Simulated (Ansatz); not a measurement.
`FB1CB1F` + H₂ → `FB1BC1` + H–F at 500 K and 1 bar (hydrogenolysis of a B–F bond).

Computed with Ansatz on PBE0-D4/def2-TZVP structures; ΔE is electronic, products minus reactants. CCSD(T)/CBS is the MP2 limit (def2-TZVPP, def2-QZVPP) plus CCSD(T) − MP2 in def2-TZVPP, frozen cores. This one scheme is used for every species.

| species | CCSD(T)/CBS energy (Eh) | H − E (kJ/mol) | S (J/(mol·K)) |
| --- | --- | --- | --- |
| `FB1CB1F` | -288.45844 | 132.0 | 351.9 |
| H₂ | -1.17544 | 41.0 | 145.5 |
| `FB1BC1` | -189.21287 | 144.2 | 336.9 |
| H–F | -100.39570 | 39.4 | 188.7 |

H − E and S are ideal-gas, rigid-rotor, harmonic terms from PBE0-D4/def2-TZVP, for one conformer and one mirror image of each species. The MP2-based limit puts H₂ 0.8 mEh under its directly extrapolated value; such offsets cancel only in part. 1 Eh = 2625.50 kJ/mol, R = 8.31446 J/(mol·K).

**Question.** By hand: ΔE, ΔH, ΔS and ΔG.

**Answer.** ΔE = (-189.21287) + (-100.39570) − (-288.45844) − (-1.17544) = 0.02531 Eh = 66.5 kJ/mol. Δ(H − E) = 144.2 + 39.4 − 132.0 − 41.0 = 10.6, so ΔH = 77.1 kJ/mol. ΔS = 336.9 + 188.7 − 351.9 − 145.5 = 28.2 J/(mol·K). ΔG = 77.1 − 500 × (28.2)/1000 = 63.0 kJ/mol.

**Question.** By hand: the equilibrium constant, and the temperature at which ΔG would vanish if ΔH and ΔS stayed fixed.

**Answer.** log₁₀ K = −ΔG/(RT ln 10) = -6.6. ΔG = 0 at ΔH/ΔS = 2734 K, far beyond where these terms or the molecules hold.

ΔH outweighs TΔS. A doubt of 5 kJ/mol in ΔE shifts log₁₀ K by 0.5 here. Other conformers and mirror images would add mixing entropy, several J/(mol·K) or more a flexible species. These are equilibria of isolated gas molecules and say nothing of rates. Largest T1 diagnostic: 0.014 (customary marks: 0.02 for closed shells, 0.045 for open ones).
